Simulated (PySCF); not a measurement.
# Stretching HgS

Set-up: Hg def2-TZVPP with ECP60, S def2-TZVPP; scalar-relativistic core potentials (PySCF 2.14). Energies in eV from Hg + S in their ground configurations at the same level. State: ³Π (triplet), unpaired electrons σ ↑, π ↑.

All columns are PBE0. A positive dipole means Hg(−)S(+).

```tsv
R (Å)	E (eV)	μ (D)	Mulliken charge on Hg (basis-dependent)	HOMO (eV)	LUMO (eV)	Mayer bond order	⟨S²⟩
2.174	-0.005	-1.03	0.27	-6.10	-4.44	1.14	2.01
2.275	-0.280	-1.25	0.26	-6.27	-4.32	1.03	2.01
2.376	-0.414	-1.44	0.25	-6.43	-4.22	0.93	2.01
2.452	-0.454	-1.55	0.24	-6.55	-4.15	0.87	2.01
2.528	-0.460	-1.64	0.22	-6.66	-4.09	0.81	2.01
2.604	-0.445	-1.69	0.21	-6.78	-4.05	0.75	2.01
2.705	-0.404	-1.71	0.18	-6.92	-4.01	0.66	2.01
2.831	-0.341	-1.66	0.16	-6.93	-4.01	0.56	2.01
2.983	-0.266	-1.51	0.12	-6.97	-4.10	0.45	2.01
3.185	-0.183	-1.23	0.08	-7.05	-4.17	0.32	2.01
```

A fit through these points gives, at Re = 2.507 Å, μ = -1.62 D and dμ/dR = -1.03 D/Å; the reduced mass is 27.6 u.

How strong is the fundamental in the double-harmonic approximation, I = 42.26·(dμ/dR)²/μred km/mol?

I = 42.26·(-1.03)²/27.6 = 1.62 km/mol at PBE0.

Spin–orbit coupling is left out, which matters for elements this heavy, above all for dissociation energies. The state was picked by a PBE0 search and need not be the measured ground state.
